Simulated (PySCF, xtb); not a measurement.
NbF6, SMILES [F][Nb-]([F])([F])([F])([F])[F], charge -1, multiplicity 1.

Harmonic wavenumbers (cm⁻¹) from xtb with GFN2-xTB at its own minimum, in rising order: 118, 118, 118, 228, 228, 228, 246, 247, 247, 330, 330, 414, 450, 451, 451.

Problem. What does PBE0-D3(BJ)/def2-SVPD in PySCF give at its own minimum? (The exact figures need the calculation; the answer reports its results.)

Solution. 119, 119, 119, 241, 241, 241, 265, 265, 265, 568, 568, 639, 639, 639, 672. Paired by order, the mean absolute difference is 93 cm⁻¹ and the zero-point energies are 6.0 and 8.0 kcal/mol.
